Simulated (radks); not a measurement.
Species: the gadolinium ion Gd+. Configuration: [Xe] 4f7 5d1 6s1 (the NIST ground configuration).

Method: scalar-relativistic Kohn-Sham, PBE, spin-polarised, spherical densities, point nucleus; open shells are filled with parallel spins first; hard spherical wall at 10 bohr; computed with a radial shooting solver on a logarithmic mesh with Libxc functionals.

Energy parts (hartree):
| part | energy |
|---|---|
| total | -11271.2595 |
| kinetic | 12104.1514 |
| electron-nucleus | -27482.7233 |
| Hartree | 4356.1258 |
| exchange-correlation | -248.8134 |

Orbitals (lengths in bohr, moments of r in powers of bohr):
\begin{tabular}{lrrr}
orbital & occ. & eigenvalue (hartree) & <r^4> \\ \hline
1s up & 1 & -1841.515 & 1.140e-06 \\
1s down & 1 & -1841.515 & 1.140e-06 \\
2s up & 1 & -304.2155 & 0.0001815 \\
2s down & 1 & -304.2125 & 0.0001814 \\
2p up & 3 & -270.7210 & 0.0001356 \\
2p down & 3 & -270.7187 & 0.0001356 \\
3s up & 1 & -67.63235 & 0.007036 \\
3s down & 1 & -67.53572 & 0.007009 \\
3p up & 3 & -57.25772 & 0.007383 \\
3p down & 3 & -57.16146 & 0.007348 \\
3d up & 5 & -43.55967 & 0.005901 \\
3d down & 5 & -43.48544 & 0.005860 \\
4s up & 1 & -13.87557 & 0.1729 \\
4s down & 1 & -13.64911 & 0.1730 \\
4p up & 3 & -10.45650 & 0.2267 \\
4p down & 3 & -10.23160 & 0.2272 \\
4d up & 5 & -5.72844 & 0.3573 \\
4d down & 5 & -5.50541 & 0.3617 \\
5s up & 1 & -2.10241 & 5.802 \\
5s down & 1 & -1.97317 & 6.148 \\
5p up & 3 & -1.26793 & 11.59 \\
5p down & 3 & -1.16346 & 12.45 \\
4f up & 7 & -0.61573 & 2.508 \\
4f down & 0 & -0.41384 & 3.631 \\
6s up & 1 & -0.35953 & 302.5 \\
5d up & 1 & -0.33136 & 104.0 \\
6s down & 0 & -0.29435 & 310.0 \\
5d down & 0 & -0.26133 & 112.8 \\
6p up & 0 & -0.22140 & 668.3 \\
7s up & 0 & -0.06919 & 2036 \\
5f up & 0 & -0.00081 & 1648 \\
\end{tabular}

The highest occupied level is 5d up at -9.017 eV. The configuration is held as typed, so some empty levels lie below it. The density falls to 0.001 e/bohr^3 at r = 4.55 bohr. Summed over all electrons, <r^2> = 58.12 bohr^2, which gives a Langevin (diamagnetic) susceptibility term of -46 x 10^-6 cm^3/mol.
